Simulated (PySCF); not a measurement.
Vertical excitations of a molecule C6H4F2 from TDA-M06-2X/def2-SVPD run with PySCF 2.14.0, as energy in eV (oscillator strength): 4.98 (0.001), 5.86 (0.000), 6.59 (0.001), 6.92 (0.003), 7.03 (0.030), 7.22 (0.005), 7.49 (0.070), 7.60 (0.002), 7.81 (0.006), 7.92 (0.129). Lowest triplet (TDA): 4.64 eV. Coordinates come from a PBE0-D3(BJ)/def2-SVP optimisation. One conformer was computed; it need not be the lowest.

Q: Identify the compound among the candidates.
(A) Fc1ccc(F)cc1
(B) C#C[C@H]1CC(F)=C1F
(C) C#C[C@H](F)C=C=CF
(D) C#CC=C=CC(F)F

A: C, C#C[C@H](F)C=C=CF
